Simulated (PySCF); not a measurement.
A structure optimised at PBE-D3(BJ)/def2-SVP, used in a PySCF frequency run:

```xyz
12

Ge    -0.3857     0.3681     0.0000
C      0.7812     1.9311     0.0000
O      0.7399    -1.0473     0.0000
C      0.1889    -2.3455     0.0000
H     -1.2829     0.2867     1.2746
H     -1.2829     0.2867    -1.2746
H      0.1798     2.8611     0.0000
H      1.4248     1.9191     0.9004
H      1.4248     1.9191    -0.9004
H     -0.4405    -2.5528     0.9005
H      1.0214    -3.0815     0.0000
H     -0.4405    -2.5528    -0.9005
```
Charge 0, spin multiplicity 1.

Question: Write its SMILES, formula and point group.

Answer: C[O][GeH2][CH3], C2H8GeO, Cs

Question: What are its rotational constants (standard atomic weights)?

Answer: 11.914, 2.7552, 2.3754 GHz
